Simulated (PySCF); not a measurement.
C₃H₅F₃Si.
InChI=1S/C3H5F3Si/c4-3(5,6)2-1-7-2/h2H,1,7H2/t2-/m1/s1

Torsions of this conformer, `[F:1][C:2]([F:3])([F:4])[C@H:5]1[CH2:6][SiH2:7]1`: F1–C2–C5–C6 -44°.

The closed-shell ground state was solved at several levels (PySCF, density fitting, gas phase, non-relativistic). Geometry: PBE0-D3(BJ)/def2-SVP; no solvent, vibrations or thermal averaging.

```json
{"level": "PBE0/IGLO-III", "basis functions": "304", "total energy (Eh)": "-705.9739", "HOMO (eV)": "-7.60", "LUMO (eV)": "-0.11", "gap (eV)": "7.49", "dipole (D)": "2.72"}
{"level": "B3LYP/cc-pVTZ", "basis functions": "284", "total energy (Eh)": "-706.5119", "HOMO (eV)": "-7.35", "LUMO (eV)": "-0.32", "gap (eV)": "7.03", "dipole (D)": "2.60"}
{"level": "PBE0/cc-pVDZ", "basis functions": "127", "total energy (Eh)": "-705.7993", "HOMO (eV)": "-7.47", "LUMO (eV)": "0.19", "gap (eV)": "7.66", "dipole (D)": "2.42"}
{"level": "B3LYP/def2-TZVP", "basis functions": "253", "total energy (Eh)": "-706.5310", "HOMO (eV)": "-7.38", "LUMO (eV)": "-0.46", "gap (eV)": "6.92", "dipole (D)": "2.71"}
{"level": "KT2/pcSseg-1", "basis functions": "151", "total energy (Eh)": "-714.7221", "HOMO (eV)": "-6.52", "LUMO (eV)": "-0.96", "gap (eV)": "5.56", "dipole (D)": "2.50"}
{"level": "PBE0/def2-SVP", "basis functions": "127", "total energy (Eh)": "-705.3781", "HOMO (eV)": "-7.57", "LUMO (eV)": "0.16", "gap (eV)": "7.73", "dipole (D)": "2.55"}
{"level": "PBE0/pcSseg-0", "basis functions": "77", "total energy (Eh)": "-704.4744", "HOMO (eV)": "-8.01", "LUMO (eV)": "0.07", "gap (eV)": "8.08", "dipole (D)": "2.92"}
{"level": "BP86/pcSseg-1", "basis functions": "151", "total energy (Eh)": "-706.3101", "HOMO (eV)": "-6.56", "LUMO (eV)": "-0.97", "gap (eV)": "5.59", "dipole (D)": "2.46"}
```

Task: Estimate the row for PBE0/6-31G*, a basis of 112 functions; the other rows only guide the guess.

Result: Total energy -705.7538 Eh, HOMO -7.37 eV, LUMO 0.23 eV, gap 7.60 eV, dipole 2.30 D.

Task: Over all these levels, which gives the widest orbital gap and which the narrowest?

Result: PBE0/pcSseg-0 (global hybrid, 25 % exact exchange) has the widest, 8.08 eV, and KT2/pcSseg-1 (GGA) the narrowest, 5.56 eV. Functional and basis both differ between the two, so the spread mixes both effects.

Task: How much does the basis alone move the frontier levels among the 5 PBE0 rows (the withheld one included)?

Result: The HOMO by 0.64 eV and the LUMO by 0.34 eV. By rising basis size (HOMO, LUMO in eV): pcSseg-0 -8.01, 0.07; 6-31G* -7.37, 0.23; cc-pVDZ -7.47, 0.19; def2-SVP -7.57, 0.16; IGLO-III -7.60, -0.11.

Task: How far do the dipole and the HOMO energy spread over the levels?

Result: The dipole runs from 2.30 to 2.92 D (mean 2.57 D) and the HOMO from -8.01 to -6.52 eV.
